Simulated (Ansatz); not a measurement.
Basis-set extrapolation for `C[SiH](Cl)[SiH2]F` (PBE0-D4/def2-TZVP geometry, frozen core, Ansatz). Multiplicity 1, RHF reference.

|  | def2-TZVPP | def2-QZVPP |
| --- | --- | --- |
| HF | -1178.389618 | -1178.427393 |
| MP2 correlation | -0.858016 | -0.932865 |
| CCSD(T) correlation | -0.950191 | not run |

Energies in hartree. Use E(X) = E(∞) + A·exp(−7.88·√X) for Hartree–Fock and E(X) = E(∞) + B·X^(−2.97) for correlation, with X = 3 and 4, and add CCSD(T) minus MP2 of the smaller set to the MP2 limit.

Problem. What is the CCSD(T) energy at the basis-set limit?

Solution. HF limit: -1178.427393 + (-0.037775) × 0.13774 = -1178.43260. MP2 limit: -0.932865 + (-0.074849) × 0.74074 = -0.98831. Higher-order term: -0.950191 − (-0.858016) = -0.09218. Total: -1179.51309 hartree, 454.9 kJ/mol below CCSD(T)/def2-TZVPP.
